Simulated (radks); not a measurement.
Spherical jellium clusters: N electrons in a uniform positive sphere of charge N and radius rs N^(1/3), rs = 4.3 bohr. Calculated with a radial shooting solver with Libxc functionals: non-relativistic Kohn-Sham, LDA (Slater exchange, Perdew-Wang correlation), spin-polarised, spherical densities. Levels are named by radial order and angular momentum (1s, 1p, 1d, 2s, ...), and open shells are averaged over m.

N = 7, configuration 1s2 1p(up 3, down 2). This is the lowest configuration that the search found. Occupied and some empty levels:

| level | occupation | eigenvalue (eV) | <r> (bohr) |
|---|---|---|---|
| 1s up | 1 | -4.1740 | 5.538 |
| 1s down | 1 | -4.0028 | 5.554 |
| 1p up | 3 | -3.0248 | 6.728 |
| 1p down | 2 | -2.8608 | 6.795 |
| 1d up | 0 | -1.6559 | 7.909 |
| 1d down | 0 | -1.5201 | 8.030 |
| 2s up | 0 | -1.2465 | 8.108 |
| 2s down | 0 | -1.1622 | 8.263 |
| 1f up | 0 | -0.26325 | 9.790 |
| 1f down | 0 | -0.17489 | 10.11 |

Energy (eV): total -12.2728, kinetic 10.432, external -190.31, Hartree 93.485, exchange-correlation -23.136, background 97.259.

Electron density:

| r (bohr) | n(r) (e/bohr^3) |
|---|---|
| 0.271 | 0.002183 |
| 0.950 | 0.002334 |
| 1.63 | 0.002625 |
| 2.31 | 0.002995 |
| 2.99 | 0.003361 |
| 3.67 | 0.003631 |
| 4.35 | 0.003719 |
| 5.03 | 0.003567 |
| 5.71 | 0.003176 |
| 6.39 | 0.002601 |
| 7.07 | 0.001948 |
| 7.75 | 0.001334 |
| 8.43 | 0.0008409 |
| 9.11 | 0.0004967 |
| 9.79 | 0.0002799 |
| 10.5 | 0.0001519 |
| 11.2 | 0.00008046 |
| 11.8 | 0.00004177 |
| 12.5 | 0.00002135 |
| 13.2 | 0.00001079 |
